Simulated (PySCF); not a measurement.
**Telling isomers of C5H8NPSi apart by NMR**

PySCF calculation with geometry: GFN2-xTB and shieldings: GIAO PBE0/pcSseg-1; rapidly exchanging positions averaged, non-relativistic, a single conformation, no solvent.

δ = σ(ref) − σ, references computed at the same level: TMS for ¹H (σref 31.72), ¹³C (σref 186.93). Splittings of carbon signals by F and P are missing where no couplings were computed. Where no couplings were computed, multiplicities follow the n + 1 count of equivalent neighbours, and m marks all less simple cases (inequivalent or close neighbours, rings, F or P nearby). Shifts are as computed. Against solution values, carbons near 30 ppm lie about +3 ppm off and those near 130 ppm about +5 ppm. Of 1211 compounds with measured shifts, 218 miss one by over three times the rms of a fit or turn the order of signals round; such compounds aren't used in these exercises.

(1) Tabulate the signals of `Cc1cpcnc1[SiH3]`, `C=C/C([SiH3])=P\CC#N`, `Cc1ccpc([SiH3])n1`, `[SiH3]Pc1cccnc1` and their relative energies.

(2) What is the quickest way to tell C=C/C([SiH3])=P\CC#N from [SiH3]Pc1cccnc1?

(3) What is the quickest way to tell C=C/C([SiH3])=P\CC#N from Cc1ccpc([SiH3])n1?

(4) What is the quickest way to tell Cc1cpcnc1[SiH3] from [SiH3]Pc1cccnc1?

Answers

(1) 
| SMILES | carbon types | δC | δH | E rel. (kcal/mol) |
| --- | --- | --- | --- | --- |
| Cc1cpcnc1[SiH3] | 2×C 2×CH 1×CH3 | 185.9, 171.8, 164.8, 143.9, 27.4 | 10.60 (m, 1H), 9.38 (m, 1H), 4.70 (s, 3H), 2.62 (s, 3H) | 10.8 |
| C=C/C([SiH3])=P\CC#N | 2×C 1×CH 2×CH2 | 224.3, 152.8, 121.4, 121.3, 17.5 | 7.37 (m, 1H), 5.39 (m, 1H), 5.26 (m, 1H), 4.50 (m, 3H), 2.91 (m, 2H) | 43.0 |
| Cc1ccpc([SiH3])n1 | 2×C 2×CH 1×CH3 | 212.2, 173.8, 158.4, 125.3, 30.5 | 9.66 (m, 1H), 7.56 (m, 1H), 4.83 (m, 3H), 2.95 (s, 3H) | 7.7 |
| [SiH3]Pc1cccnc1 | 1×C 4×CH | 158.5, 153.6, 145.7, 136.3, 128.8 | 8.91 (m, 1H), 8.74 (d, 1H), 8.00 (m, 1H), 7.27 (m, 1H), 4.09 (m, 3H), 3.20 (m, 1H) | 0.0 |

Energies are electronic energies at PBE0/pcSseg-1 on these geometries, without zero-point or thermal terms, each for the one conformer computed, which needn't be the lowest.

(2) Both give the same number of carbon signals, but DEPT or the intensities differ. The first has a carbon double-bonded to a heavier main-group atom (C) at 224.3 ppm, the second an aromatic CH at 128.8 ppm. Their most deshielded carbons lie at 224.3 and 158.5 ppm. In the proton spectra the most deshielded non-exchanging signals are 7.37 (m, 1H) and 8.91 (m, 1H).

(3) Both give the same number of carbon signals, but DEPT or the intensities differ. The first has a terminal =CH2 carbon at 121.4 ppm, the second a methyl carbon on an aromatic ring (CH3) at 30.5 ppm. Their most deshielded carbons lie at 224.3 and 212.2 ppm. In the proton spectra the most deshielded non-exchanging signals are 7.37 (m, 1H) and 9.66 (m, 1H).

(4) Both give the same number of carbon signals, but DEPT or the intensities differ. The first has a methyl carbon on an aromatic ring (CH3) at 27.4 ppm, the second an aromatic CH at 128.8 ppm. Their most deshielded carbons lie at 185.9 and 158.5 ppm. In the proton spectra the most deshielded non-exchanging signals are 10.60 (m, 1H) and 8.91 (m, 1H).
